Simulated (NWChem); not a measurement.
System: CH₅BS; SMILES CBS

NWChem input:

```
start job
memory heap 200 mb stack 900 mb global 1100 mb
geometry units angstroms noautoz
  B     -0.596280    -0.474696     0.000000
  H     -1.811277    -0.535857     0.000000
  C      0.294735    -1.764537     0.000000
  H      0.036753    -2.390755    -0.882617
  H      0.036753    -2.390755     0.882617
  H      1.388805    -1.591288     0.000000
  S      0.180885     1.143042     0.000000
  H     -0.945650     1.910210     0.000000
end
basis spherical
  B library def2-svp
  H library def2-svp
  C library def2-svp
  S library def2-svp
end
dft
  xc xpbe96 cpbe96
  iterations 150
end
tddft
  cis
  nroots 6
end
task tddft energy
```

Coordinates come from a PBE-D3(BJ)/def2-SVP optimisation.

Vertical excitations in the gas phase.

### Question
Predict the main results of this run. (PBE/def2-SVP, TDA.) Quantities: lowest excitation, singlet (eV); oscillator strength of that lowest state; lowest state with f > 0.02, singlet (eV); oscillator strength of that bright state; lowest triplet (eV); orbital gap (eV).

### Answer
The lowest excitation, singlet (eV) comes out as 6.00 and the oscillator strength of that lowest state is 0.000. The lowest state with f > 0.02, singlet (eV) is 6.56 and the oscillator strength of that bright state comes out as 0.227. The lowest triplet (eV) is 4.65 and the orbital gap (eV) is 5.24.
